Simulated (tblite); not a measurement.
Compound: C5H7B2F2N.
Numbering: `[F:1][B:2]([F:3])[BH2-:4][n+:5]1[cH:6][cH:7][cH:8][cH:9][cH:10]1` (hydrogens: H11, H12 on B4; H13 on C6; H14 on C7; H15 on C8; H16 on C9; H17 on C10)
Bond orders are those of one Lewis drawing.

Computed with GFN2-xTB (tblite), gas phase: L-BFGS steps from a force-field or distance-geometry start until the largest atomic force falls under 0.01 eV/Å.

Step 19: E = -795.1957 eV
```
atom  x, y, z in Å  |  force x, y, z in eV/Å
F1      3.5925    0.3249    1.2703   -0.042  -0.045  -0.090
B2      2.6474   -0.3037    0.5730    0.031  -0.020   0.047
F3      2.5340   -1.5680    0.9960   -0.057   0.052   0.005
B4      1.7138    0.3612   -0.6935    0.115   0.038  -0.041
N5      0.2288    0.1689   -0.3418    0.004   0.026  -0.031
C6     -0.4197    1.1110    0.3523   -0.020  -0.016  -0.049
C7     -1.7480    0.9937    0.6971   -0.026  -0.011   0.039
C8     -2.4521   -0.1397    0.3144    0.005  -0.021   0.025
C9     -1.7717   -1.1179   -0.3963   -0.026  -0.025   0.037
C10    -0.4400   -0.9306   -0.7029   -0.010   0.049  -0.016
H11     1.9349   -0.2500   -1.6980    0.024   0.035   0.032
H12     1.8992    1.5307   -0.8341    0.036  -0.034   0.005
H13     0.1548    1.9876    0.6155   -0.011  -0.075  -0.003
H14    -2.2278    1.7799    1.2562   -0.015   0.034   0.005
H15    -3.4950   -0.2548    0.5626   -0.007  -0.005  -0.008
H16    -2.2744   -2.0169   -0.7124    0.002  -0.031  -0.025
H17     0.1160   -1.6645   -1.2683   -0.003   0.048   0.066
```

Step 20: E = -795.1976 eV
```
atom  x, y, z in Å  |  force x, y, z in eV/Å
F1      3.6047    0.3118    1.2618   -0.057  -0.056  -0.097
B2      2.6438   -0.3020    0.5722    0.060  -0.036   0.068
F3      2.5053   -1.5616    1.0039   -0.048   0.067   0.010
B4      1.7180    0.3660   -0.6940    0.054   0.055  -0.082
N5      0.2311    0.1699   -0.3425    0.001  -0.002  -0.019
C6     -0.4183    1.1109    0.3528   -0.030  -0.002  -0.066
C7     -1.7464    0.9919    0.6985   -0.034  -0.020   0.022
C8     -2.4498   -0.1422    0.3155    0.015  -0.010   0.046
C9     -1.7683   -1.1199   -0.3946   -0.028  -0.029   0.026
C10    -0.4363   -0.9322   -0.7012   -0.012   0.085  -0.024
H11     1.9372   -0.2494   -1.6994    0.028   0.083   0.069
H12     1.8963    1.5391   -0.8322    0.048  -0.093  -0.007
H13     0.1524    1.9919    0.6120   -0.011  -0.099  -0.003
H14    -2.2291    1.7785    1.2544   -0.006   0.035   0.013
H15    -3.4924   -0.2582    0.5653    0.001  -0.005  -0.017
H16    -2.2735   -2.0171   -0.7129    0.020  -0.032  -0.019
H17     0.1183   -1.6654   -1.2696   -0.001   0.060   0.080
```

Step 21: E = -795.2002 eV
```
atom  x, y, z in Å  |  force x, y, z in eV/Å
F1      3.6206    0.2932    1.2492   -0.055  -0.060  -0.088
B2      2.6392   -0.3002    0.5714    0.074  -0.053   0.069
F3      2.4661   -1.5519    1.0150   -0.035   0.076   0.019
B4      1.7245    0.3730   -0.6956   -0.048   0.050  -0.092
N5      0.2343    0.1714   -0.3442   -0.010   0.007   0.011
C6     -0.4173    1.1106    0.3523   -0.035  -0.001  -0.081
C7     -1.7447    0.9890    0.7008   -0.031   0.000   0.005
C8     -2.4467   -0.1457    0.3180    0.018  -0.034   0.048
C9     -1.7640   -1.1232   -0.3918   -0.024   0.000   0.018
C10    -0.4319   -0.9327   -0.6994   -0.024   0.078  -0.041
H11     1.9408   -0.2471   -1.7003    0.040   0.125   0.083
H12     1.8931    1.5491   -0.8299    0.068  -0.134  -0.025
H13     0.1491    1.9954    0.6072    0.000  -0.098   0.004
H14    -2.2308    1.7773    1.2523    0.012   0.020   0.016
H15    -3.4891   -0.2629    0.5687    0.003  -0.005  -0.021
H16    -2.2718   -2.0179   -0.7140    0.043  -0.032  -0.008
H17     0.1215   -1.6653   -1.2697    0.005   0.060   0.083
```

Step 22: E = -795.2036 eV
```
atom  x, y, z in Å  |  force x, y, z in eV/Å
F1      3.6399    0.2682    1.2324   -0.036  -0.058  -0.066
B2      2.6336   -0.2987    0.5705    0.061  -0.061   0.046
F3      2.4171   -1.5383    1.0300   -0.018   0.078   0.033
B4      1.7317    0.3822   -0.6985   -0.156   0.016  -0.050
N5      0.2384    0.1738   -0.3462   -0.040  -0.008   0.015
C6     -0.4170    1.1100    0.3500   -0.041   0.027  -0.062
C7     -1.7430    0.9855    0.7039   -0.029   0.000  -0.029
C8     -2.4428   -0.1510    0.3220    0.012  -0.020   0.059
C9     -1.7588   -1.1270   -0.3878   -0.014   0.010  -0.011
C10    -0.4273   -0.9319   -0.6978   -0.023   0.068  -0.042
H11     1.9458   -0.2419   -1.7002    0.054   0.148   0.061
H12     1.8902    1.5596   -0.8276    0.092  -0.138  -0.046
H13     0.1453    1.9974    0.6007    0.018  -0.067   0.017
H14    -2.2325    1.7762    1.2499    0.030   0.003   0.020
H15    -3.4850   -0.2689    0.5724   -0.004  -0.011  -0.018
H16    -2.2685   -2.0197   -0.7156    0.072  -0.021   0.012
H17     0.1259   -1.6634   -1.2681    0.022   0.035   0.062
```

**Question.** Estimate the geometry and energy of step 23. (The exact step hangs on the optimiser's Hessian estimate; all steps are aligned on step 22, rigid shifts and turns removed.)

**Answer.** E = -795.2076 eV, largest force 0.227 eV/Å
```
atom  x, y, z in Å  |  force x, y, z in eV/Å
F1      3.6614    0.2377    1.2125   -0.015  -0.058  -0.043
B2      2.6276   -0.2978    0.5695    0.023  -0.056   0.011
F3      2.3616   -1.5210    1.0483    0.005   0.078   0.046
B4      1.7369    0.3928   -0.7022   -0.219  -0.043   0.040
N5      0.2423    0.1764   -0.3484   -0.074   0.017   0.012
C6     -0.4178    1.1097    0.3461   -0.035   0.044  -0.031
C7     -1.7417    0.9815    0.7067   -0.024   0.025  -0.049
C8     -2.4382   -0.1573    0.3278   -0.003  -0.031   0.038
C9     -1.7531   -1.1313   -0.3836   -0.003   0.040  -0.029
C10    -0.4229   -0.9296   -0.6968   -0.027   0.010  -0.044
H11     1.9522   -0.2330   -1.6989    0.065   0.139   0.003
H12     1.8884    1.5689   -0.8262    0.111  -0.100  -0.063
H13     0.1417    1.9979    0.5933    0.039  -0.006   0.036
H14    -2.2336    1.7749    1.2476    0.045  -0.019   0.022
H15    -3.4803   -0.2760    0.5762   -0.019  -0.019  -0.004
H16    -2.2631   -2.0220   -0.7171    0.090  -0.018   0.030
H17     0.1315   -1.6600   -1.2647    0.041  -0.003   0.025
```

The energy changes by -0.0040 eV. The first-order estimate −F·Δx gives -0.0054 eV and the mean of the old and new forces, exact on a quadratic surface, -0.0040 eV. The step makes an angle of 80° with the force vector and moves no atom by more than 0.061 Å.

The cost below is that of the whole relaxation. The run took 0.96 s of wall time on Arm Neoverse N1, one thread, shared host with 64 logical CPUs at a one-minute load of 51.
